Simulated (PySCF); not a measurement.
ORD: `C=C[C@H](F)[C@H]1O[C@@H]1F`, C5H6F2O

Molfile (atoms numbered from 1):
```
C5H6F2O
     RDKit          3D

 14 14  0  0  0  0  0  0  0  0999 V2000
   -2.0895   -0.5994   -0.1195 C   0  0  0  0  0  0  0  0  0  0  0  0
   -1.1849    0.2233    0.3746 C   0  0  0  0  0  0  0  0  0  0  0  0
   -0.1585    0.9454   -0.4487 C   0  0  2  0  0  0  0  0  0  0  0  0
   -0.3326    0.7095   -1.7969 F   0  0  0  0  0  0  0  0  0  0  0  0
    1.2666    0.5342   -0.1029 C   0  0  1  0  0  0  0  0  0  0  0  0
    1.5703    0.2668    1.2442 O   0  0  0  0  0  0  0  0  0  0  0  0
    1.5821   -0.8045    0.3933 C   0  0  2  0  0  0  0  0  0  0  0  0
    2.7949   -1.3275    0.1140 F   0  0  0  0  0  0  0  0  0  0  0  0
   -2.8098   -1.0902    0.5108 H   0  0  0  0  0  0  0  0  0  0  0  0
   -2.1480   -0.8019   -1.1757 H   0  0  0  0  0  0  0  0  0  0  0  0
   -1.1129    0.4386    1.4310 H   0  0  0  0  0  0  0  0  0  0  0  0
   -0.2625    2.0326   -0.3154 H   0  0  0  0  0  0  0  0  0  0  0  0
    2.0426    1.0592   -0.6542 H   0  0  0  0  0  0  0  0  0  0  0  0
    0.8417   -1.5865    0.5231 H   0  0  0  0  0  0  0  0  0  0  0  0
  1  2  2  0
  2  3  1  0
  3  4  1  0
  3  5  1  0
  5  6  1  0
  6  7  1  0
  7  8  1  0
  7  5  1  0
  1  9  1  0
  1 10  1  0
  2 11  1  0
  3 12  1  6
  5 13  1  6
  7 14  1  1
M  END
```

Theory: TDDFT CAM-B3LYP/def2-SVPD circular dichroism and optical rotation, one conformer, gas phase in PySCF 2.14.0. Geometry: GFN2-xTB.

The molecule is flexible and this is one conformer; a measurement averages over conformers.

Stereocentres: C3 S, C5 R, C7 R.

(1) Give the optical rotatory dispersion at 633, 589.3, 546, 436, 405, 365, 355 nm.

(2) And for the mirror image at 589.3 nm?

(3) What is the molar rotation [Φ] = [α]·M/100 of the geometry above at 589.3 nm?

## Answers

(1) [α] in deg dm⁻¹ (g/mL)⁻¹:
| λ (nm) | origin-invariant length gauge | modified velocity gauge | length gauge (centre of mass) | isotropic polarisability (au) |
| --- | --- | --- | --- | --- |
| 633 | -148.0 | -157.5 | -149.2 | 63.4 |
| 589.3 | -174.1 | -185.2 | -175.5 | 63.7 |
| 546 | -207.7 | -220.9 | -209.4 | 63.9 |
| 436 | -359.8 | -381.8 | -362.4 | 65.0 |
| 405 | -436.1 | -462.4 | -439.2 | 65.5 |
| 365 | -580.6 | -614.5 | -584.5 | 66.4 |
| 355 | -628.9 | -665.4 | -633.0 | 66.6 |

(2) +174.1 deg dm⁻¹ (g/mL)⁻¹ (origin-invariant length gauge): the same size and the opposite sign.

(3) With M = 120.10 g/mol, -209.1 deg cm² dmol⁻¹ (origin-invariant length gauge).

The first excitation lies at 7.46 eV (166 nm) with R = -86.9 × 10⁻⁴⁰ esu² cm² (velocity form).
